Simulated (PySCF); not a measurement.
## Electron correlation in Zn (zinc, neutral)

[Ar] 3d10 4s2, closed-shell 1S. Calculation: PySCF 2.14, in Sapporo-DKH3-DZP-2012; the spin-free X2C one-electron Hamiltonian (Gaussian nucleus). Frozen: [Ar]; 12 electrons correlated.

MP2 pair energies summed by pair of shells (mhartree):

| pair | energy | share (%) |
| --- | --- | --- |
| 3d-3d | -390.15 | 86.9 |
| 3d-4s | -38.97 | 8.7 |
| 4s-4s | -19.66 | 4.4 |

Total MP2 correlation energy: -448.78 mhartree.

Same-spin part -163.07 and opposite-spin part -285.71 mhartree; SCS-MP2 scales them by 1/3 and 6/5 to -397.21 mhartree.

```
  level  correlation energy (mhartree)
   CCSD                        -412.40
    (T)                          -9.77
CCSD(T)                        -422.17
```

Diagnostics: T1 = 0.016, D1 = 0.0519, largest double amplitude 0.111.

Cost of the coupled-cluster step: 0.12 s of wall time on 1 thread of Intel(R) Xeon(R) 6975P-C (shared host), for 12 correlated electrons.
